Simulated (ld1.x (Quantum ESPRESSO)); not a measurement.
**B (Z = 5): one change to a TM potential, before and after**

```json
{
  "Element": "boron",
  "Generator": "ld1.x (Quantum ESPRESSO) 7.5",
  "Type": "norm-conserving Troullier–Martins (Kleinman–Bylander form)",
  "Functional": "Wu–Cohen",
  "Relativity": "non-relativistic",
  "Frozen core": "[He]",
  "Valence charge": "3",
  "Reference configuration": "2s1 2p0 (charge +2)",
  "Partial waves": "2p (bound, empty): rc 1.95 bohr; 3d channel at 0.4 Ry: rc 1.80 bohr; 2s (bound): rc 1.20 bohr",
  "Local potential": "the s channel",
  "Core correction": "a·sin(br)/r model core inside 0.55 bohr"
}
```

All-electron outer shells of the reference configuration (Wu–Cohen, non-relativistic, ld1.x):

```
shell  level (eV)  outermost node (bohr)  outermost maximum (bohr)
   2s      -31.31                   0.45                      1.39
   2p      -25.28                      –                      1.27
```

Change: wave 2s (bound): rc 1.20 bohr becomes 2s (bound): rc 1.72 bohr.

Cutoffs: the cutoffs (Ry, on a coarse ladder) from which the occupation-weighted sum of valence levels, in a spherical-Bessel basis at the reference potential, stays within 10 and 1 mRy of its value at 400 Ry; they do not see the model core or the augmentation charge, which bear on the density cutoff. Errors are all-electron minus pseudo energies relative to the spin-unpolarised reference configuration.

Question: How do hardness, ghosts and transferability respond?

Answer: The potential gets softer (21 Ry and 55 Ry → 15 Ry and 40 Ry); of the 7 tests that both files solve, the error grows in 5 and shrinks in 1 by more than 15 % and 0.3 meV (median size 68.5 → 80.0 meV); neither file shows a bound ghost. A larger radius leaves more room for a smooth pseudo-wave, so fewer plane waves are needed.

```tsv
quantity	base	changed
cutoff, loose	21 Ry	15 Ry
cutoff, tight	55 Ry	40 Ry
bound ghosts	none	none
error for 2s2 2p1, meV [ΔE -33.45 eV]	+68	+80
error for 2s2 2p0, meV [ΔE -25.30 eV]	+19	+10
error for 2s2 2p0.5, meV [ΔE -30.59 eV]	+49	+50
error for 2s1 2p2, meV [ΔE -27.62 eV]	+88	+126
error for 2s1 2p1, meV [ΔE -19.16 eV]	+51	+67
error for 2s0 2p3, meV [ΔE -21.77 eV]	+112	+180
error for 2s2 2p1.3, meV [ΔE -34.17 eV]	+74	+90
s: phases at 2.14 bohr within 0.05 rad from the reference energy up to (Ry; the scan ends near 5)	1.7	1.0
p: phases at 2.14 bohr within 0.05 rad from the reference energy up to (Ry; the scan ends near 5)	1.1	1.3
d: phases at 2.14 bohr within 0.05 rad from the reference energy up to (Ry; the scan ends near 5)	to the end of the scan	to the end of the scan
```

Changed file: The cutoffs count occupied waves only; the empty 2p level needs 25 Ry at the loose tolerance.
